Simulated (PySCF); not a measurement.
Species: CH₈NSi₂ (doublet state).
Z-matrix (Å and degrees, GFN2-xTB geometry), rows numbered from 1:
```
C 
Si  1  1.9068
N   2  1.7318  1  104.02
Si  2  2.2779  1  117.26  3   115.22
H   1  1.0864  2  110.59  3  -175.53
H   1  1.0873  2  112.45  3    64.27
H   1  1.0865  2  110.91  3   -56.27
H   2  1.4840  1  106.34  3  -120.06
H   3  1.0074  2  118.57  1   -40.34
H   3  1.0064  2  119.15  1  -178.02
H   4  1.4660  2  118.22  1    71.47
H   4  1.4651  2  121.91  1   -61.84
```

The hyperfine couplings belong to this conformer and change with its torsions.

As a line formula: `C[Si@@H](N)[SiH2]` [radical].

The calculation used UKS B3LYP, pcH-1 on C H N Si, non-relativistic, mean-field spin-orbit, GIAO in PySCF 2.14.0. Isolated species at its GFN2-xTB geometry (one conformer only). Couplings are sensitive to structure, and on GFN2-xTB geometries they can be far from those on DFT ones, by a factor of two or more for some ions and for spin on atoms past the first row. Stability of the SCF solution: not tested.

(1) What is the g tensor, term by term?

(2) What effective moment and Curie constant follow for a powder?

(3) What are the electron Larmor frequencies g μB B/h along the three axes at 330 mT?

(4) In a frozen sample, at which fields do the three g values resonate at 9.5, 34, 94 and 263 GHz (hyperfine left aside), and which band first spreads them over more than twice a line width of 0.3 mT?

## Answers

(1) 
| Δg (ppm) | 1 | 2 | 3 |
| --- | --- | --- | --- |
| relativistic mass correction | -120 | -120 | -120 |
| gauge correction | 6 | 41 | 46 |
| orbital Zeeman/spin–orbit | -141 | 2387 | 4036 |
| total | -255 | 2308 | 3962 |

So g = 2.00206, 2.00463, 2.00628 and g_iso = 2.00432; the tensor is rhombic: the two nearest values differ by 39 % of g3 − g1. Axes: g2 points within 11° of the Si2–Si4 bond.

(2) With the mean of g² = 4.0173 and S(S+1) = 0.75: μ_eff = √(⟨g²⟩S(S+1)) = 1.736 μB and χT = 0.12505·⟨g²⟩·S(S+1) = 0.377 cm³ K/mol (cgs; spin-Hamiltonian part alone).

(3) 9.2471, 9.2589, 9.2665 GHz for g1, g2 and g3, a range of 19.5 MHz.

(4) 
| band | GHz | B(g3) mT | B(g2) mT | B(g1) mT | spread mT |
| --- | --- | --- | --- | --- | --- |
| X | 9.5 | 338.31 | 338.59 | 339.03 | 0.71 |
| Q | 34.0 | 1210.81 | 1211.81 | 1213.36 | 2.55 |
| W | 94.0 | 3347.53 | 3350.29 | 3354.58 | 7.05 |
| J | 263.0 | 9365.96 | 9373.69 | 9385.69 | 19.73 |

The spread grows in proportion to the frequency. X band is the first where it exceeds 0.6 mT.

The largest Mulliken spin population is on Si4 (+1.01). The angles at Si4 add up to 345.4°, so it is pyramidal.

The HOMO–LUMO gaps are 5.62 eV among the α and 4.15 eV among the β orbitals.
